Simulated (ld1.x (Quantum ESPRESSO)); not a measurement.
**Pseudopotential generation for tin (Sn): ultrasoft, LDA (PZ), scalar-relativistic.**

Input for ld1.x (Quantum ESPRESSO) 7.5:

```
&input
   title='Sn', zed=50., rel=1, dft='PZ', iswitch=3,
   config='[Kr] 4d10 5s1.5 5p2.5',
   nld=3, rlderiv=3.20, eminld=-4.0, emaxld=5.0, deld=0.02
 /
 &inputp
   pseudotype=3, tm=.true., lloc=-2, rcloc=1.65,
   nlcc=.false.,
   file_pseudopw='Sn.UPF', file_wfcaegen='ae.wfc', file_wfcncgen='nc.wfc', file_beta='beta', file_chi='chi', file_wfcusgen='us.wfc'
 /
6
5S  1  0   1.50   0.00  1.75  1.95  0.0
5S  1  0   0.00   3.55  1.75  1.95  0.0
5P  2  1   2.50   0.00  2.55  2.95  0.0
5P  2  1   0.00   0.60  2.55  2.95  0.0
4D  3  2  10.00   0.00  1.15  1.45  0.0
4D  3  2   0.00  -0.15  1.15  1.45  0.0
 &test
   configts(1)='4d10 5s1.5 5p2.5'
 /
```

Command:

```bash
ld1.x < Sn.in > Sn.out
```

Resulting log (shortened: banner, matrices, multipoles, cross overlaps and the repeated all-electron block are left out):

```
Program LD1 v.7.5
     --------------------------- All-electron run ----------------------------

     Sn
     scalar relativistic calculation

     atomic number is 50.00
     dft =PZ   lsd =0 sic =0 latt =0  beta=0.20 tr2=1.0E-14
     Exchange-correlation= PZ
                           (   1   1   0   0   0   0   0)
     mesh =1243 r(mesh) = 100.78374 a.u. xmin = -7.00 dx = 0.01250
     1 Ry =  13.60569312 eV, c = 137.03599908

     n l     nl                  e(Ry)          e(Ha)          e(eV)
     1 0     1S 1( 2.00)     -2130.0606     -1065.0303    -28980.9502
     2 0     2S 1( 2.00)      -321.6784      -160.8392     -4376.6572
     2 1     2P 1( 6.00)      -288.9533      -144.4767     -3931.4104
     3 0     3S 1( 2.00)       -62.0826       -31.0413      -844.6773
     3 1     3P 1( 6.00)       -51.3878       -25.6939      -699.1667
     4 0     4S 1( 2.00)        -9.8805        -4.9402      -134.4305
     4 1     4P 1( 6.00)        -6.6393        -3.3196       -90.3321
     3 2     3D 1(10.00)       -34.8732       -17.4366      -474.4739
     4 2     4D 1(10.00)        -1.9583        -0.9791       -26.6435
     5 0     5S 1( 1.50)        -0.8278        -0.4139       -11.2635
     5 1     5P 1( 2.50)        -0.3078        -0.1539        -4.1872

     final scf error:  3.9E-15 reached in  35 iterations

     Etot =  -12343.474254 Ry,   -6171.737127 Ha, -167941.522768 eV

     Ekin =   12884.336007 Ry,    6442.168003 Ha,  175300.321800 eV
     Encl =  -29856.928950 Ry,  -14928.464475 Ha, -406224.212893 eV
     Eh   =    4947.812894 Ry,    2473.906447 Ha,   67318.423860 eV
     Exc  =    -318.694204 Ry,    -159.347102 Ha,   -4336.055534 eV

     normalization and overlap integrals

     s(1S/1S) =  1.000000  <r> =   0.0291  <r2> =    0.0011  r(max) =   0.0188
     s(2S/2S) =  1.000000  <r> =   0.1256  <r2> =    0.0186  r(max) =   0.1068
     s(2P/2P) =  1.000000  <r> =   0.1096  <r2> =    0.0147  r(max) =   0.0853
     s(3S/3S) =  1.000000  <r> =   0.3399  <r2> =    0.1321  r(max) =   0.3090
     s(3P/3P) =  1.000000  <r> =   0.3381  <r2> =    0.1327  r(max) =   0.3013
     s(4S/4S) =  1.000000  <r> =   0.8183  <r2> =    0.7582  r(max) =   0.7412
     s(4P/4P) =  1.000000  <r> =   0.8857  <r2> =    0.8973  r(max) =   0.7890
     s(3D/3D) =  1.000000  <r> =   0.3148  <r2> =    0.1177  r(max) =   0.2498
     s(4D/4D) =  1.000000  <r> =   1.0992  <r2> =    1.4387  r(max) =   0.8829
     s(5S/5S) =  1.000000  <r> =   2.3648  <r2> =    6.3883  r(max) =   1.9897
     s(5P/5P) =  1.000000  <r> =   3.1631  <r2> =   11.6900  r(max) =   2.5231

     ------------------------ End of All-electron run ------------------------

     --------------------- Generating US pseudopotential ---------------------

      Generating local potential from pseudized AE potential:
      Matching radius rcloc =   1.6500
      Enforcing V''(0)=0 (lloc=-2)

      Local pseudo, rcloc= 1.670 Estimated cut-off energy=    11.51 Ry

      Wfc   5S  rcut= 1.756  Using Troullier-Martins method
      Wfc-us  5S rcutus= 1.941  Estimated cut-off energy=    11.66 Ry

      Wfc   5S  rcut= 1.756  Using Troullier-Martins method
      Wfc-us  5S rcutus= 1.941  Estimated cut-off energy=    19.66 Ry

      Wfc   5P  rcut= 2.555  Using Troullier-Martins method
      Wfc-us  5P rcutus= 2.968  Estimated cut-off energy=     8.75 Ry

      Wfc   5P  rcut= 2.555  Using Troullier-Martins method
      Wfc-us  5P rcutus= 2.968  Estimated cut-off energy=    11.90 Ry

      Wfc   4D  rcut= 1.148  Using Troullier-Martins method
      Wfc-us  4D rcutus= 1.438  Estimated cut-off energy=    56.88 Ry

      Wfc   4D  rcut= 1.148  Using Troullier-Martins method
      Wfc-us  4D rcutus= 1.438  Estimated cut-off energy=    73.09 Ry

     ------------------- End of pseudopotential generation -------------------

     Computing logarithmic derivative in   3.21957
     Computing logarithmic derivative in   3.21957
     Computing the partial wave expansion
     R is outside the sphere for l=    0 j= 0.00
     R is outside the sphere for l=    0 j= 0.00
     R is outside the sphere for l=    1 j= 0.00
     R is outside the sphere for l=    1 j= 0.00
     R is outside the sphere for l=    2 j= 0.00
     R is outside the sphere for l=    2 j= 0.00

     ---------------------- Testing the pseudopotential ----------------------

     Sn
     scalar relativistic calculation

     atomic number is 50.00   valence charge is 14.00
     dft =PZ   lsd =0 sic =0 latt =0  beta=0.20 tr2=1.0E-14
     mesh =1243 r(mesh) = 100.78374 xmin = -7.00 dx = 0.01250

     n l     nl             e AE (Ry)        e PS (Ry)    De AE-PS (Ry)
     3 2     4D   1(10.00)       -1.95826       -1.95827        0.00000
     1 0     5S   1( 1.50)       -0.82785       -0.82785        0.00000
     2 1     5P   1( 2.50)       -0.30775       -0.30775        0.00000

     eps = 4.0E-15  iter =  4

     Etot =  -12343.474254 Ry,   -6171.737127 Ha, -167941.522768 eV
     Etotps =  -135.534317 Ry,     -67.767159 Ha,   -1844.038330 eV

     Ekin =      70.855210 Ry,      35.427605 Ha,     964.034242 eV
     Encl =    -282.670256 Ry,    -141.335128 Ha,   -3845.924760 eV
     Ehrt =     118.906524 Ry,      59.453262 Ha,    1617.805679 eV
     Ecxc =     -15.925078 Ry,      -7.962539 Ha,    -216.671723 eV
     Epseu=     -26.700717 Ry,     -13.350359 Ha,    -363.281767 eV

     ---------------------- End of pseudopotential test ----------------------
```

Generation and configuration tests took about 1.8 s on one core of a shared server CPU.

Transferability test of the new file with ld1.x, input:

```
&input
   title='Sn', zed=50., rel=1, dft='PZ', iswitch=2,
   config='[Kr] 4d10 5s1.5 5p2.5'
 /
 &test
   file_pseudo='Sn.UPF', nconf=10,
   configts(1)='4d10 5s1.5 5p2.5',
   configts(2)='4d10 5s2 5p2',
   configts(3)='4d10 5s2 5p1',
   configts(4)='4d10 5s2 5p0',
   configts(5)='4d10 5s2 5p2.3',
   configts(6)='4d10 5s0 5p0',
   configts(7)='4d10 5s1 5p0',
   configts(8)='4d10 5s1 5p2',
   configts(9)='4d10 5s1.5 5p2.5', lsdts(9)=1,
   configts(10)='4d10 5s2 5p2', lsdts(10)=1
 /
```

```bash
ld1.x < Sn.test.in > Sn.test.out
```

Pseudopotential blocks of its output, shortened (energy terms left out):

```
     ---------------------- Testing the pseudopotential ----------------------

     n l     nl             e AE (Ry)        e PS (Ry)    De AE-PS (Ry)
     3 2     4D   1(10.00)       -1.95826       -1.95827        0.00000
     1 0     5S   1( 1.50)       -0.82785       -0.82785        0.00000
     2 1     5P   1( 2.50)       -0.30775       -0.30775        0.00000

     eps = 4.0E-15  iter =  4

     Etot =  -12343.474255 Ry,   -6171.737127 Ha, -167941.522779 eV
     Etotps =  -135.534317 Ry,     -67.767159 Ha,   -1844.038330 eV

     ---------------------- End of pseudopotential test ----------------------

          ---------------------- Testing the pseudopotential ----------------------

     n l     nl             e AE (Ry)        e PS (Ry)    De AE-PS (Ry)
     3 2     4D   1(10.00)       -1.90340       -1.90284       -0.00056
     1 0     5S   1( 2.00)       -0.79485       -0.79489        0.00004
     2 1     5P   1( 2.00)       -0.28469       -0.28473        0.00004

     eps = 9.7E-15  iter = 12

     Etot =  -12343.731820 Ry,   -6171.865910 Ha, -167945.027140 eV
     Etotps =  -135.791907 Ry,     -67.895954 Ha,   -1847.543020 eV
     dEtot_ae =      -0.257566 Ry
     dEtot_ps =      -0.257590 Ry,   Delta E=       0.000024 Ry

     ---------------------- End of pseudopotential test ----------------------

          ---------------------- Testing the pseudopotential ----------------------

     n l     nl             e AE (Ry)        e PS (Ry)    De AE-PS (Ry)
     3 2     4D   1(10.00)       -2.49354       -2.49012       -0.00342
     1 0     5S   1( 2.00)       -1.33488       -1.33483       -0.00005
     2 1     5P   1( 1.00)       -0.77361       -0.77370        0.00009

     eps = 7.8E-15  iter = 11

     Etot =  -12343.210118 Ry,   -6171.605059 Ha, -167937.929014 eV
     Etotps =  -135.270006 Ry,     -67.635003 Ha,   -1840.442188 eV
     dEtot_ae =       0.264137 Ry
     dEtot_ps =       0.264312 Ry,   Delta E=      -0.000175 Ry

     ---------------------- End of pseudopotential test ----------------------

          ---------------------- Testing the pseudopotential ----------------------

     n l     nl             e AE (Ry)        e PS (Ry)    De AE-PS (Ry)
     3 2     4D   1(10.00)       -3.18876       -3.18003       -0.00873  !
     1 0     5S   1( 2.00)       -1.95023       -1.94982       -0.00041
     2 1     5P   1( 0.00)       -1.33277       -1.33281        0.00004

     eps = 6.3E-15  iter = 11

     Etot =  -12342.161717 Ry,   -6171.080858 Ha, -167923.664793 eV
     Etotps =  -134.221265 Ry,     -67.110633 Ha,   -1826.173343 eV
     dEtot_ae =       1.312538 Ry
     dEtot_ps =       1.313052 Ry,   Delta E=      -0.000515 Ry

     ---------------------- End of pseudopotential test ----------------------

          ---------------------- Testing the pseudopotential ----------------------

     n l     nl             e AE (Ry)        e PS (Ry)    De AE-PS (Ry)
     3 2     4D   1(10.00)       -1.75406       -1.75392       -0.00014
     1 0     5S   1( 2.00)       -0.65434       -0.65439        0.00005
     2 1     5P   1( 2.30)       -0.15792       -0.15795        0.00003

     eps = 4.1E-15  iter =  8

     Etot =  -12343.797905 Ry,   -6171.898953 Ha, -167945.926273 eV
     Etotps =  -135.858021 Ry,     -67.929010 Ha,   -1848.442538 eV
     dEtot_ae =      -0.323651 Ry
     dEtot_ps =      -0.323703 Ry,   Delta E=       0.000052 Ry

     ---------------------- End of pseudopotential test ----------------------

          ---------------------- Testing the pseudopotential ----------------------

     n l     nl             e AE (Ry)        e PS (Ry)    De AE-PS (Ry)
     3 2     4D   1(10.00)       -4.99046       -4.96749       -0.02297  !
     1 0     5S   1( 0.00)       -3.43052       -3.42521       -0.00531  !
     2 1     5P   1( 0.00)       -2.67692       -2.67386       -0.00306

     eps = 3.2E-17  iter =  7

     Etot =  -12336.795630 Ry,   -6168.397815 Ha, -167850.655461 eV
     Etotps =  -128.858546 Ry,     -64.429273 Ha,   -1753.209834 eV
     dEtot_ae =       6.678625 Ry
     dEtot_ps =       6.675771 Ry,   Delta E=       0.002853 Ry

     ---------------------- End of pseudopotential test ----------------------

          ---------------------- Testing the pseudopotential ----------------------

     n l     nl             e AE (Ry)        e PS (Ry)    De AE-PS (Ry)
     3 2     4D   1(10.00)       -4.06254       -4.04791       -0.01464  !
     1 0     5S   1( 1.00)       -2.67965       -2.67781       -0.00185
     2 1     5P   1( 0.00)       -1.99607       -1.99518       -0.00089

     eps = 1.7E-15  iter = 14

     Etot =  -12339.850130 Ry,   -6169.925065 Ha, -167892.214057 eV
     Etotps =  -131.910289 Ry,     -65.955145 Ha,   -1794.730918 eV
     dEtot_ae =       3.624124 Ry
     dEtot_ps =       3.624028 Ry,   Delta E=       0.000096 Ry

     ---------------------- End of pseudopotential test ----------------------

          ---------------------- Testing the pseudopotential ----------------------

     n l     nl             e AE (Ry)        e PS (Ry)    De AE-PS (Ry)
     3 2     4D   1(10.00)       -2.60092       -2.59881       -0.00212
     1 0     5S   1( 1.00)       -1.40056       -1.40030       -0.00026
     2 1     5P   1( 2.00)       -0.82485       -0.82472       -0.00012

     eps = 4.9E-15  iter = 23

     Etot =  -12342.641636 Ry,   -6171.320818 Ha, -167930.194423 eV
     Etotps =  -134.701638 Ry,     -67.350819 Ha,   -1832.709150 eV
     dEtot_ae =       0.832619 Ry
     dEtot_ps =       0.832679 Ry,   Delta E=      -0.000061 Ry

     ---------------------- End of pseudopotential test ----------------------

          ---------------------- Testing the pseudopotential ----------------------

     n l     nl             e AE (Ry)        e PS (Ry)    De AE-PS (Ry)
     3 2     4D   1( 5.00)       -1.95079       -1.95120        0.00041
     1 0     5S   1( 1.00)       -0.86300       -0.86397        0.00097
     2 1     5P   1( 2.50)       -0.34294       -0.34331        0.00037
     3 2     4D   2( 5.00)       -1.92687       -1.92504       -0.00183
     1 0     5S   2( 0.50)       -0.74639       -0.74344       -0.00296
     2 1     5P   2( 0.00)       -0.22820       -0.22659       -0.00161

     eps = 8.3E-16  iter = 11

     Etot =  -12343.555636 Ry,   -6171.777818 Ha, -167942.630028 eV
     Etotps =  -135.617458 Ry,     -67.808729 Ha,   -1845.169512 eV
     dEtot_ae =      -0.081381 Ry
     dEtot_ps =      -0.083140 Ry,   Delta E=       0.001759 Ry

     ---------------------- End of pseudopotential test ----------------------

          ---------------------- Testing the pseudopotential ----------------------

     n l     nl             e AE (Ry)        e PS (Ry)    De AE-PS (Ry)
     3 2     4D   1( 5.00)       -1.90024       -1.89975       -0.00049
     1 0     5S   1( 1.00)       -0.81891       -0.81962        0.00071
     2 1     5P   1( 2.00)       -0.31028       -0.31057        0.00029
     3 2     4D   2( 5.00)       -1.88781       -1.88664       -0.00116
     1 0     5S   2( 1.00)       -0.74975       -0.74837       -0.00138
     2 1     5P   2( 0.00)       -0.23806       -0.23734       -0.00071

     eps = 5.9E-15  iter = 11

     Etot =  -12343.766725 Ry,   -6171.883363 Ha, -167945.502045 eV
     Etotps =  -135.827329 Ry,     -67.913665 Ha,   -1848.024962 eV
     dEtot_ae =      -0.292471 Ry
     dEtot_ps =      -0.293012 Ry,   Delta E=       0.000541 Ry

     ---------------------- End of pseudopotential test ----------------------
```
